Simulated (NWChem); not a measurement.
# C₂H₆ClGa; SMILES [CH3][Ga]([Cl])[CH3]

```xyz
10

Ga     0.0031     0.3590     0.0000
C      0.0010     1.1510    -1.7888
H     -0.9265     0.8706    -2.3124
H      0.0744     2.2477    -1.7614
H      0.8414     0.7486    -2.3749
C      0.0010     1.1510     1.7888
H     -0.9265     0.8706     2.3124
H      0.8414     0.7486     2.3749
H      0.0744     2.2477     1.7614
Cl    -0.0045    -1.8208     0.0000
```
Atoms are numbered in this order, from 1.

Level: PBE0/def2-SVP (NWChem), optimised geometry, unscaled harmonic frequencies. 

```json
[
 {"frequency (cm⁻¹)": "21", "IR intensity (km/mol)": "0.0"},
 {"frequency (cm⁻¹)": "36", "IR intensity (km/mol)": "0.4"},
 {"frequency (cm⁻¹)": "146", "IR intensity (km/mol)": "6.8"},
 {"frequency (cm⁻¹)": "147", "IR intensity (km/mol)": "2.4"},
 {"frequency (cm⁻¹)": "153", "IR intensity (km/mol)": "3.4"},
 {"frequency (cm⁻¹)": "399", "IR intensity (km/mol)": "49.8"},
 {"frequency (cm⁻¹)": "552", "IR intensity (km/mol)": "15.5"},
 {"frequency (cm⁻¹)": "615", "IR intensity (km/mol)": "44.0"},
 {"frequency (cm⁻¹)": "632", "IR intensity (km/mol)": "1.5"},
 {"frequency (cm⁻¹)": "714", "IR intensity (km/mol)": "16.1"},
 {"frequency (cm⁻¹)": "736", "IR intensity (km/mol)": "49.8"},
 {"frequency (cm⁻¹)": "774", "IR intensity (km/mol)": "84.3"},
 {"frequency (cm⁻¹)": "1218", "IR intensity (km/mol)": "19.3"},
 {"frequency (cm⁻¹)": "1219", "IR intensity (km/mol)": "2.3"},
 {"frequency (cm⁻¹)": "1419", "IR intensity (km/mol)": "2.2"},
 {"frequency (cm⁻¹)": "1423", "IR intensity (km/mol)": "0.0"},
 {"frequency (cm⁻¹)": "1426", "IR intensity (km/mol)": "2.6"},
 {"frequency (cm⁻¹)": "1427", "IR intensity (km/mol)": "6.7"},
 {"frequency (cm⁻¹)": "3061", "IR intensity (km/mol)": "2.4"},
 {"frequency (cm⁻¹)": "3062", "IR intensity (km/mol)": "0.9"},
 {"frequency (cm⁻¹)": "3166", "IR intensity (km/mol)": "0.0"},
 {"frequency (cm⁻¹)": "3166", "IR intensity (km/mol)": "1.9"},
 {"frequency (cm⁻¹)": "3181", "IR intensity (km/mol)": "0.0"},
 {"frequency (cm⁻¹)": "3182", "IR intensity (km/mol)": "6.9"}
]
```

- zero-point energy = 45.5 kcal/mol
- thermal correction to the enthalpy at 298.15 K (with zero-point energy) = 51.0 kcal/mol
- heat capacity Cv = 23.2 cal/(mol K)
- entropy at 298.15 K and 1 atm (symmetry number 1) = 90.9 cal/(mol K)
- dipole moment = 2.70 D

Rigid rotor and harmonic oscillator; modes under 100 cm⁻¹ make the entropy uncertain.
